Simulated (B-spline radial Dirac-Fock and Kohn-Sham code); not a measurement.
**X-ray form factors of gadolinium in several charge states**

Level of theory: Dirac-Fock densities; a B-spline atomic structure program.

Configurations: Gd³⁶⁺ [Ar] 3d10; Gd³⁷⁺ [Ar] 3d9; Gd³⁸⁺ [Ar] 3d8; Gd³⁹⁺ [Ar] 3d7; Gd⁴¹⁺ [Ar] 3d5; Gd⁴³⁺ [Ar] 3d3. The first column is f₀ of Gd³⁶⁺, the others are differences from it.

```csv
s (Å⁻¹),Gd³⁶⁺,Δ Gd³⁷⁺,Δ Gd³⁸⁺,Δ Gd³⁹⁺,Δ Gd⁴¹⁺,Δ Gd⁴³⁺
0,28.000,-1.000,-2.000,-3.000,-5.000,-7.000
0.1,27.917,-0.995,-1.990,-2.985,-4.976,-6.968
0.2,27.671,-0.979,-1.960,-2.941,-4.905,-6.871
0.3,27.268,-0.954,-1.911,-2.868,-4.788,-6.713
0.4,26.716,-0.921,-1.844,-2.770,-4.629,-6.498
0.5,26.029,-0.879,-1.761,-2.648,-4.433,-6.232
0.7,24.312,-0.776,-1.560,-2.350,-3.951,-5.576
0.9,22.262,-0.658,-1.326,-2.004,-3.389,-4.809
1.1,20.033,-0.535,-1.083,-1.642,-2.797,-3.997
1.4,16.671,-0.362,-0.739,-1.129,-1.950,-2.824
```

Values without a named source are computed, but for edge energies of neutral atoms, which are taken from tables.
